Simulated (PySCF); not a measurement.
These compounds are isomers of formula C6H6FN.

A. 4-fluoroaniline (SMILES Nc1ccc(F)cc1)
B. `Cc1ccc(F)cn1`
C. SMILES Nc1ccccc1F

Spectrum 1. $^{1}$H NMR (500 MHz, computed): δ 8.70 (m, 1H), 7.57 (m, 1H), 7.37 (m, 1H), 2.77 (s, 3H). $^{13}$C{$^{1}$H} NMR (computed): δ 167.8 (C), 159.5 (C), 143.0 (CH), 129.1 (CH), 128.5 (CH), 26.7 (CH3).

Spectrum 2. $^{1}$H NMR (500 MHz, computed): δ 7.15 (m, 2H), 6.64 (m, 2H), 3.30 (br s, 2H). $^{13}$C{$^{1}$H} NMR (computed): δ 164.4 (C), 148.1 (C), 122.2 (CH), 116.9 (CH).

Spectrum 3. $^{1}$H NMR (500 MHz, computed): δ 7.28 (m, 1H), 7.20 (m, 1H), 6.85 (m, 1H), 6.80 (m, 1H), 3.55 (br s, 2H). $^{13}$C{$^{1}$H} NMR (computed): δ 159.3 (C), 140.7 (C), 130.0 (CH), 121.6 (CH), 121.2 (CH), 118.9 (CH).

Level of theory: coordinates at the GFN2-xTB level, σ from GIAO-PBE0/pcSseg-1, in PySCF 2.14 (non-relativistic, one averaged value for each set of equivalent atoms, single conformer, no solvent).

Scale: $^{1}$H (31.72 ppm) and $^{13}$C (186.93 ppm) against TMS (reference shieldings calculated alike). Splittings of carbon signals by F and P are missing where no couplings were computed. Where no couplings were computed, multiplicities follow the n + 1 count of equivalent neighbours, and m marks all less simple cases (inequivalent or close neighbours, rings, F or P nearby). Shifts are as computed. Against solution values, carbons near 30 ppm lie about +3 ppm off and those near 130 ppm about +5 ppm. Of 1211 compounds with measured shifts, 218 miss one by over three times the rms of a fit or turn the order of signals round; such compounds aren't used in these exercises. OH and NH positions are gas-phase values without hydrogen bonding to other molecules.

Match each spectrum to its structure.

Results:

1–B, 2–A, 3–C.

- Spectrum 1 (B): 6 $^{13}$C signals; δC 167.8 is an aromatic carbon bearing fluorine; δC 143.0 is an aromatic CH next to a ring nitrogen.
- Spectrum 2 (A): 4 $^{13}$C signals; δC 164.4 is an aromatic carbon bearing fluorine; δC 148.1 is an aromatic carbon bearing nitrogen.
- Spectrum 3 (C): 6 $^{13}$C signals; δC 159.3 is an aromatic carbon bearing fluorine; δC 140.7 is an aromatic carbon bearing nitrogen.
